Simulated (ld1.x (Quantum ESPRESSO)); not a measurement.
## Varying the TM potential for Ti (Z = 22)

Base potential:

- Element: Ti (Z = 22)
- Generator: ld1.x (Quantum ESPRESSO) 7.5
- Type: norm-conserving Troullier–Martins (Kleinman–Bylander form)
- Functional: BP86
- Relativity: non-relativistic
- Frozen core: [Ar]
- Valence charge: 4
- Reference configuration: 3d2 4s1.5 4p0 (charge +0.5)
- Partial waves: 4s (bound): rc 2.65 bohr; 4p (bound, empty): rc 3.40 bohr; 3d (bound): rc 2.55 bohr
- Local potential: the d channel
- Core correction: a·sin(br)/r model core inside 2.30 bohr

Cutoffs, loose and tight: the cutoffs (Ry, on a coarse ladder) from which the occupation-weighted sum of valence levels, in a spherical-Bessel basis at the reference potential, stays within 10 and 1 mRy of its value at 400 Ry. They do not see the model core or the augmentation charge, which bear on the density cutoff. Test errors are all-electron minus pseudo excitation energies from the reference, over the configurations 3d2 4s2 4p0; 3d2 4s1 4p0; 3d2 4s0 4p0; 3d1 4s2 4p0; 3d2.5 4s1.5 4p0; 3d3 4s1 4p0; 3d3 4s0 4p0. A dash means not determined; rows that change the core or the reference have their own tests. The largest error is taken over the tests solved by every variant that gives reliable tests at all: 3d1 4s2 4p0; 3d2 4s0 4p0; 3d2 4s1 4p0; 3d2.5 4s1.5 4p0; 3d3 4s0 4p0; 3d3 4s1 4p0.

A true bound ghost makes a file unfit for plane-wave use even where its test errors are small: the radial tests pick states by their node count and pass the ghost by. Where a test does run into it, the solver fails or the error is huge.

```csv
change,outcome,"cutoff, loose","cutoff, tight",bound ghosts,largest test error (meV)
base,generated,35 Ry,45 Ry,"s, p",+94
wave 4s (bound): rc 2.65 bohr becomes 4s (bound): rc 2.32 bohr,generated,35 Ry,45 Ry,"s, p",+106
"type PAW; waves now 4s (bound): rcut 2.30, rcutus 2.65 bohr; 4s channel at -0.15 Ry: rcut 2.30, rcutus 2.65 bohr; 4p (bound): rcut 2.95, rcutus 3.40 bohr; 4p channel at 4.2 Ry: rcut 2.95, rcutus 3.40 bohr; 3d (bound): rcut 2.20, rcutus 2.55 bohr; 3d channel at 2.1 Ry: rcut 2.20, rcutus 2.55 bohr; local potential all-electron potential smoothed inside 2.80 bohr (lloc = -2); augmentation PSQ, inside the norm-conserving radii",generated,15 Ry,18 Ry,none,-307
wave 3d (bound): rc 2.55 bohr becomes 3d (bound): rc 2.48 bohr,generated,40 Ry,45 Ry,"s, p",+73
functional LDA (PZ),generated,35 Ry,45 Ry,"s, p",+90
reference 3d2 4s2 4p0,generated,35 Ry,45 Ry,"s, p",-65 over the solved tests; 4 of 7 tests not solved or not reliable
```

Q: What comes out with this change to the base: fully relativistic?

A: outcome: generated; cutoff, loose: 35 Ry; cutoff, tight: 45 Ry; bound ghosts: s, p3/2, p1/2; largest test error (meV): +95.

Q: What comes out with this change to the base: core correction a·sin(br)/r model core inside 2.40 bohr?

A: outcome: generated; cutoff, loose: 35 Ry; cutoff, tight: 45 Ry; bound ghosts: s, p; largest test error (meV): +118.
